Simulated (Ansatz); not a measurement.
Species: YOF, net charge 0, singlet state. SMILES: [O]=[Y][F]
Structure (B3LYP-D3(BJ)/def2-TZVP (Ansatz, a program for electronic structure) minimum search):
```xyz
3

Y      0.1361    -0.1179     0.2673
O      1.2660    -0.1525    -1.1654
F     -1.7151     0.6464    -0.1222
```

Wanted: size of the dipole moment, in D. Set-up: def2 sets with scalar-relativistic core potentials past Kr; spin-orbit terms left out; LANL2DZ with its own core potentials from Na on; STO-3G and 3-21G all-electron and non-relativistic; six Cartesian d functions in 6-31G* and its kin unless marked 5d; dispersion terms only where a functional's name holds one. Ab initio and DFT rows: single points at B3LYP-D3(BJ) geometries (Ansatz).

| level | program | size of the dipole moment (D) |
|---|---|---|
| B3LYP/STO-3G | Ansatz | 4.67 |
| B3LYP/3-21G | Ansatz | 6.55 |
| B3LYP/LANL2DZ | Ansatz | 7.68 |
| B3LYP/def2-SVP | Ansatz | 7.47 |
| B3LYP/6-31G* with LANL2DZ past Ar | Ansatz | 7.22 |

No value to compare with is used here. The 5 habitual levels span 4.67 (B3LYP/STO-3G) to 7.68 D (B3LYP/LANL2DZ).

The sets are all those run for this method; left out are runs that failed, that the program found above a lower state of the same kind, or whose <S^2> lies over 0.5 above the pure value.
